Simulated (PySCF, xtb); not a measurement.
C₃H₆N₂Si, SMILES C1=NCN=C[SiH2]1.

GFN2-xTB (xtb) at its own geometry gives an orbital gap of 2.14 eV and a dipole moment of 2.19 D.

Coordinates come from a B3LYP-D3(BJ)/def2-SVP optimisation. This is a generated structure with no PubChem entry under its InChIKey; it may be hypothetical. The values are those of a single conformer.

**Question.** What does PySCF with PBE/def2-TZVP give? (Estimate from the structure and the level; the computed values follow.)

**Answer.** gap 2.90 eV (levels -5.07 and -2.16 eV), dipole 1.14 D.
